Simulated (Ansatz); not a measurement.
Single points on CrS₂F₂⁺.

```yaml
crystal:
  periodic: [false, false, false]
  atoms:
    - {symbol: Cr, position_ang: [-0.140248, 0.000568, -0.098146]}
    - {symbol: S, position_ang: [0.080000, -0.017568, 1.914544]}
    - {symbol: S, position_ang: [1.826195, 0.009848, -0.580612]}
    - {symbol: F, position_ang: [-0.886372, 1.394575, -0.604992]}
    - {symbol: F, position_ang: [-0.879575, -1.387425, -0.630803]}
basis:
  gaussian: {orbitals: def2-TZVP, initial_orbitals: start.molden}
total_charge: 1
magnetization: {spin_polarized: true, initial_magnetization: 1}
hamiltonian: {xc: pbe0, dispersion: d4}
scf: {omitted_lower_state_checks: [starts]}
output: {orbitals: {seedname: orbitals}}
```

The file start.molden holds the orbitals of an earlier run on this structure, at another level or in another basis.

```sh
$ ansatz run in.yaml --threads 4 --pin off --events-out ev --progress --plain --max-ram 3916MiB
```

Shortened log:

```
Functional definition: PBE0
1343 factors; their error is unknown
mean field evaluation 1: about -55497.4927 eV, gradient 1.5e2 eV
mean field evaluation 2: about -55502.3623 eV, gradient 6.3e0 eV
mean field evaluation 4: about -55502.6428 eV, gradient 8.5e-2 eV
mean field evaluation 8: about -55502.8538 eV, gradient 2.0e-5 eV
mean field -55502.85375445 eV, -2039.6922542905 hartree, gradient 2.7e-5 eV, S^2 1.571514; 0 other end points of the search recorded, 0 dependent functions left out
reference -55502.85378742 eV, -2039.6922555020 hartree; 37, 36 occupied and 144, 145 virtual orbitals, 1343 factors
Total energy: -55503.00560535 eV, -2039.6978347084 hartree
Checks for a lower state left out: starts
```

Run time 8 s (4 threads of Arm Neoverse V1 on a shared host), peak host memory 0.67 GiB.

First input, but with `hamiltonian: {xc: pbe, dispersion: d4}` (abridged; 4.4 s):

```
Functional definition: PBE
mean field -55503.47372606 eV, -2039.7150378272 hartree, gradient 2.4e-5 eV, S^2 0.827492
Total energy: -55503.65347805 eV, -2039.7216435909 hartree
Checks for a lower state left out: starts
```

Geometry: r2SCAN-D4/def2-SVP.

At PBE0-D4/def2-TZVP the relaxed charge 1 doublet is spin-contaminated (final ⟨S²⟩ up to 1.57, 0.75 for a pure state).
